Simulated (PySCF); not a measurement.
**Highest orbital energy against ionisation energy along the alkaline earths**

Calculated with PySCF 2.14, no spin-orbit coupling. Each cell gives −ε(HOMO) / ΔSCF in eV; NIST values include spin-orbit coupling, (s) semi-empirical, (t) theoretical.

```json
{"species": "Be⁺ (def2-QZVPPD, non-relativistic)", "UHF": "18.129 / 18.127", "LDA": "14.299 / 18.253", "PBE": "14.472 / 18.495", "PBE0": "15.481 / 18.456", "r2SCAN": "14.604 / 18.180", "NIST (lowest levels)": "18.211"}
{"species": "Mg⁺ (def2-QZVPPD, non-relativistic)", "UHF": "14.738 / 14.723", "LDA": "11.982 / 15.347", "PBE": "11.898 / 15.336", "PBE0": "12.707 / 15.232", "r2SCAN": "12.043 / 15.015", "NIST (lowest levels)": "15.035"}
{"species": "Ca⁺ (def2-QZVPPD, non-relativistic)", "UHF": "11.336 / 11.314", "LDA": "9.460 / 12.110", "PBE": "9.298 / 11.986", "PBE0": "9.910 / 11.872", "r2SCAN": "9.377 / 11.667", "NIST (lowest levels)": "11.872"}
{"species": "Sr⁺ (def2-QZVPPD with the def2 core potential (28 electrons), ECP)", "UHF": "10.471 / 10.443", "LDA": "8.866 / 11.345", "PBE": "8.677 / 11.182", "PBE0": "9.231 / 11.055", "r2SCAN": "8.762 / 10.871", "NIST (lowest levels)": "11.030"}
{"species": "Ba⁺ (def2-QZVPPD with the def2 core potential (46 electrons), ECP)", "UHF": "9.367 / 9.337", "LDA": "8.017 / 10.250", "PBE": "7.823 / 10.076", "PBE0": "8.316 / 9.952", "r2SCAN": "7.889 / 9.758", "NIST (lowest levels)": "10.004"}
```

How far is −ε(HOMO) from ΔSCF on average for each method, and why?

UHF 0.02 eV; LDA -2.94 eV; PBE -2.98 eV; PBE0 -2.18 eV; r2SCAN -2.56 eV. Hartree-Fock orbital energies lack relaxation and so exceed the ΔSCF value; semilocal functionals have convex E(N) from self-interaction, so their HOMO lies far too high; exact exchange moves hybrids part of the way back.
